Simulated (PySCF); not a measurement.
A calculated (B3LYP, PySCF 2.14, x2c-SVPall, the spin-free X2C one-electron Hamiltonian (Gaussian nucleus)) atom or ion has these occupied shells.

| shell | electrons | orbital energy (eV) | rms radius, mean of both spins (bohr) |
| --- | --- | --- | --- |
| 1s α | 1 | -20904.1 | 0.0394 |
| 1s β | 1 | -20904.0 | 0.0394 |
| 2s α | 1 | -3003.7 | 0.162 |
| 2s β | 1 | -3003.0 | 0.162 |
| 2p α | 3 | -2689.6 | 0.144 |
| 2p β | 3 | -2689.0 | 0.144 |
| 3s α | 1 | -536.23 | 0.443 |
| 3s β | 1 | -535.76 | 0.443 |
| 3p α | 3 | -432.33 | 0.449 |
| 3p β | 3 | -431.82 | 0.449 |
| 3d α | 5 | -263.75 | 0.437 |
| 3d β | 5 | -262.91 | 0.437 |
| 4s α | 1 | -86.094 | 1.13 |
| 4s β | 1 | -82.186 | 1.13 |
| 4p α | 3 | -57.228 | 1.26 |
| 4p β | 3 | -52.797 | 1.26 |
| 4d α | 5 | -16.781 | 1.81 |
| 5s α | 1 | -12.657 | 3.28 |

**Question.** Name the element and its charge.

**Answer.** Tc⁺ (technetium, charge +1), in [Kr] 4d5 5s1, high-spin 7S determinant.
